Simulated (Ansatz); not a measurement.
`[NH2][Ti]([Cl])([Cl])[Cl]` + NH₃ → `[NH2][Ti]([NH2])([Cl])[Cl]` + HCl  (ligand exchange at a Ti–Cl bond)

Gas-phase electronic energies from Ansatz, PBE0-D4/def2-TZVP geometries. CBS: MP2 limit from def2 TZ/QZ plus the TZ coupled-cluster correction, frozen cores. This one scheme is used for every species. For Ti outer-core shells are correlated without core-valence functions, which leaves a few kJ/mol of doubt a bond. Scalar relativity is left out up to krypton. Each species was taken in one conformer, which may not be the lowest.

```
                     species  CCSD(T)/CBS(def2) energy (Eh)
 `[NH2][Ti]([Cl])([Cl])[Cl]`                    -2284.39597
                         NH₃                      -56.50880
`[NH2][Ti]([NH2])([Cl])[Cl]`                    -1880.49509
                         HCl                     -460.38127
```

**Question.** Work out ΔE.

**Answer.** ΔE = (-1880.49509) + (-460.38127) − (-2284.39597) − (-56.50880) = 0.02841 Eh = +17.8 kcal/mol.

Largest T1 diagnostic among the species: 0.025, so the coupled-cluster value is less sure than usual.

At CCSD(T), def2-SVP lies −1.1 kcal/mol from the extrapolated value and def2-TZVPP −0.4 kcal/mol. Leaving LDA and LC-ωPBE aside and taking each functional with its dispersion term where it has one, the values, not all of them listed here, spread over 3.3 kcal/mol, from CAM-B3LYP-D4 to B97M-V. LDA lies −1.1 kcal/mol from PBE without D4.
